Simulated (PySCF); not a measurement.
**Tb(NH2)3 at several levels of theory**

Computed with PySCF 2.14.0 (density fitting, no spin-orbit coupling) at the geometry relaxed with PBE0:

```xyz
10
Tb(NH2)3 (singlet in the valence; each metal's 4f electrons, 8 of them, lie in its core potential, out of spins and levels)
Tb   -0.0062    0.0113   -0.0844
N     2.1782    0.0017    0.0058
H     2.8003    0.8013    0.1335
H     2.7963   -0.8094   -0.0478
N    -1.0970    1.8863    0.1902
H    -0.6980    2.8158    0.3289
H    -2.1076    2.0215    0.2363
N    -1.0887   -1.8810   -0.2384
H    -2.0979   -2.0343   -0.2081
H    -0.6794   -2.8132   -0.3160
```

| level | basis | state | HOMO (eV) | gap (eV) | charge on Tb1 (e) | population of f-type functions on Tb1 (polarisation alone where 4f lies in the core) | dipole about the centre of mass (D) | largest force component (eV/Å) |
| --- | --- | --- | --- | --- | --- | --- | --- | --- |
| PBE0 | Tb lcecp-1-SVP with ECP54, N def2-SVP, H def2-SVP | singlet | -6.03 | 4.94 | 0.92 | 0.06 | 0.22 | 0.02 |
| PBE0 | Tb lcecp-1-TZVP with ECP54, N def2-TZVP, H def2-TZVP | singlet | -6.21 | 5.04 | 1.56 | 0.06 | 0.25 | 0.47 |

In the lcecp rows the 4f levels are missing from HOMO and gap, and the state counts the valence alone.

Charges are Mulliken's, which hang on the basis. The relaxation used the grid (50, 194), these runs (75, 302) or, all-electron (x2c bases, spin-free X2C Hamiltonian), (99, 590).

(1) A further run in the first row's basis gives HOMO (eV) -8.50, gap (eV) 8.99, charge on Tb1 (e) 0.94, population of f-type functions on Tb1 (polarisation alone where 4f lies in the core) 0.06, dipole about the centre of mass (D) 0.24, largest force component (eV/Å) 0.15. Which level was it?
A. wB97X
B. HF

No frequency check is given that shows the relaxed geometry to be a minimum, and it was reached by following one of several unstable modes of a saddle point. An lcecp potential fixes the number of 4f electrons, so in runs with it no electron can move into or out of that shell.

Answers

(1) A. The others give HOMO -9.36 eV (HF).
